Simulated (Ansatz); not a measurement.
`CB[SiH3]` + HI → `CBI` + SiH₄  (cleavage of the B–Si bond)

Isolated molecules relaxed with PBE0-D4/def2-TZVP in Ansatz; ΔE leaves out vibrations. CBS: MP2 limit from def2 TZ/QZ plus the TZ coupled-cluster correction, frozen cores. This one scheme is used for every species. DFT in def2-TZVPP. def2 core potentials past Kr. For I outer-core shells are correlated without core-valence functions, which leaves a few kJ/mol of doubt a bond.

| level | ΔE (kJ/mol) |
| --- | --- |
| CAM-B3LYP-D4 | -96.3 |
| HF/def2-SVP | -103.6 |

(1) What does CCSD(T)/CBS give? (Estimate.)

Largest T1 diagnostic among the species: 0.012.

## Answers

(1) Ansatz gave: -104.3 kJ/mol. The listed levels differ from it by 8.0, 0.7 kJ/mol.

Leaving LDA and LC-ωPBE aside and taking each functional with its dispersion term where it has one, the values, not all of them listed here, spread over 12.1 kJ/mol, from PBE-QIDH to B97M-V. From BLYP to BHLYP (50 % exact exchange), in def2-TZVPP and without D4, ΔE moves by −3.6 kJ/mol.
